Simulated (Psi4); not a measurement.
palladium atom (Pd), singlet (core potentials on Pd); B3LYP/def2-SV(P) run with Psi4.

Here is a job for Psi4.
```
memory 2 GB

molecule mol {
0 1
Pd    0.000000    0.000000    0.000000
}

set {
  basis def2-sv(p)
  reference rks
  level_shift 0.3
}

energy('b3lyp')
print_variables()
```

Q: Write the output that Psi4 gives for this input, abridged.

A: 
```
   => Loading Basis Set <=

    Name: DEF2-SV(P)
    Role: ORBITAL
    Keyword: BASIS

    !!!  WARNING: ECP capability is in beta. Please check occupations closely.  !!!

         ---------------------------------------------------------
                                   SCF
               by Justin Turney, Rob Parrish, Andy Simmonett
                          and Daniel G. A. Smith
                              RKS Reference
         ---------------------------------------------------------

  ==> Geometry <==

    Molecular point group: d2h
    Geometry (in Angstrom), charge = 0, multiplicity = 1:

       Center              X                  Y                   Z               Mass
    ------------   -----------------  -----------------  -----------------  -----------------
         PD           0.000000000000     0.000000000000     0.000000000000   105.903480400000

  Running in d2h symmetry.

  Rotational constants: A = ************  B = ************  C = ************ [cm^-1]
  Rotational constants: A = ************  B = ************  C = ************ [MHz]
  Nuclear repulsion =    0.000000000000000

  Charge       = 0
  Multiplicity = 1
  Electrons    = 18
  Nalpha       = 9
  Nbeta        = 9

  ==> Algorithm <==

  SCF Algorithm Type is DF.
  DIIS enabled.
  MOM disabled.
  Fractional occupation disabled.
  Guess Type is CORE.
  Energy threshold   = 1.00e-06
  Density threshold  = 1.00e-06
  Integral threshold = 1.00e-12

  ==> Primary Basis <==

  Basis Set: DEF2-SV(P)
    Blend: DEF2-SV(P)
    Number of shells: 10
    Number of basis functions: 24
    Number of Cartesian functions: 26
    Spherical Harmonics?: true
    Max angular momentum: 2

  Core potential: DEF2-SV(P)
    Number of shells: 4
    Number of ECP primitives: 14
    Number of ECP core electrons: 28
    Max angular momentum: 3

  ==> DFT Potential <==

   => LibXC <=

    Version 7.1.2
    S. Lehtola, C. Steigemann, M. J. T. Oliveira, and M. A. L. Marques,  SoftwareX 7, 1–5 (2018) (10.1016/j.softx.2017.11.002)

   => Composite Functional: B3LYP <=

    B3LYP Hyb-GGA Exchange-Correlation Functional

    P. J. Stephens, F. J. Devlin, C. F. Chabalowski, and M. J. Frisch,  J. Phys. Chem. 98, 11623 (1994) (10.1021/j100096a001)

    Deriv               =              1
    GGA                 =           TRUE
    Meta                =          FALSE

    Exchange Hybrid     =           TRUE
    MP2 Hybrid          =          FALSE

   => Exchange Functionals <=

[...]
   @DF-RKS iter  17:  -127.88345878373123   -1.01397e-04   9.30525e-05 DIIS
   @DF-RKS iter  18:  -127.88346110648017   -2.32275e-06   1.26832e-05 DIIS
   @DF-RKS iter  19:  -127.88346139318703   -2.86707e-07   5.88844e-06 DIIS
   @DF-RKS iter  20:  -127.88346140132811   -8.14107e-09   8.72751e-07 DIIS
  Energy and wave function converged.

  ==> Post-Iterations <==

   Electrons on quadrature grid:
      Ntotal   =   18.0000000000 ; deviation = 2.487e-14

    Orbital Energies [Eh]
    ---------------------

    Doubly Occupied:

[...]
    Virtual:

[...]
    Final Occupation by Irrep:
             Ag   B1g   B2g   B3g    Au   B1u   B2u   B3u
    DOCC [     3,    1,    1,    1,    0,    1,    1,    1 ]
    NA   [     3,    1,    1,    1,    0,    1,    1,    1 ]
    NB   [     3,    1,    1,    1,    0,    1,    1,    1 ]

  @DF-RKS Final Energy:  -127.88346140132811

   => Energetics <=

    Nuclear Repulsion Energy =              0.0000000000000000
    One-Electron Energy =                -227.7461993721748001
    Two-Electron Energy =                 110.3746293611490046
    DFT Exchange-Correlation Energy =     -10.5118913903023046
    Empirical Dispersion Energy =           0.0000000000000000
    VV10 Nonlocal Energy =                  0.0000000000000000
    Total Energy =                       -127.8834614013281055

Computation Completed

Properties will be evaluated at   0.000000,   0.000000,   0.000000 [a0]

Properties computed using the SCF density matrix

 Multipole Moments:

 ------------------------------------------------------------------------------------
     Multipole            Electronic (a.u.)      Nuclear  (a.u.)        Total (a.u.)
 ------------------------------------------------------------------------------------

 L = 1.  Multiply by 2.5417464519 to convert [e a0] to [Debye]
 Dipole X            :          0.0000000            0.0000000            0.0000000
 Dipole Y            :          0.0000000            0.0000000            0.0000000
 Dipole Z            :          0.0000000            0.0000000            0.0000000
 Magnitude           :                                                    0.0000000

 ------------------------------------------------------------------------------------

  Variable Map:
  ----------------------------------------------------------------------------
[...]
  Array Variable Map:
  ----------------------------------------------------------------------------
[...]
[...]
```
